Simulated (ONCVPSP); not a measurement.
**Ranking ONCV potentials for tin (Sn)**

All share these settings but for the change named:

| Quantity | Value |
| --- | --- |
| Element | tin |
| Generator | ONCVPSP 4.0.1 |
| Type | optimised norm-conserving Vanderbilt (ONCV) |
| Functional | PBE |
| Relativity | scalar-relativistic |
| Frozen core | [Ar] 3d10 |
| Valence charge | 22 |
| Reference configuration | 4s2 4p6 4d10 5s2 5p1 (charge +1) |
| Partial waves | 4s+5s: rc 1.45 bohr, ncon 5, nbas 8, qcut 7.5 1/bohr, 3 projectors, debl 1 Ha; 4p+5p: rc 1.60 bohr, ncon 3, nbas 6, qcut 8.1 1/bohr, 2 projectors; 4d: rc 1.65 bohr, ncon 4, nbas 9, qcut 9.1 1/bohr, 3 projectors, debl 3.6 Ha |
| Local potential | polynomial inside 1.05 bohr (lpopt 4, dvloc0 6 Ha) |
| Core correction | Teter function, fcfact 3, rcfact 1.1 |

Cutoff: the first of the cutoffs (Ha) at which the residual kinetic energy of the hardest occupied pseudo-wave falls to 1 and 0.1 mHa per electron; the density cutoff is not measured.

The base gives 32 Ha.

Of 5 variants that were run, those that failed, showed a ghost or another fault, or gave nearly equal values are left out.

A variant can come out equal or close to the base.

Task: Rank these variants from softest to hardest (loose cutoff).
A. s: qcut 10.4; p: qcut 11.2; d: qcut 12.6
B. p: rc 1.46
C. s: qcut 5.6

Result: B (32 Ha), A (42 Ha), C (68 Ha).
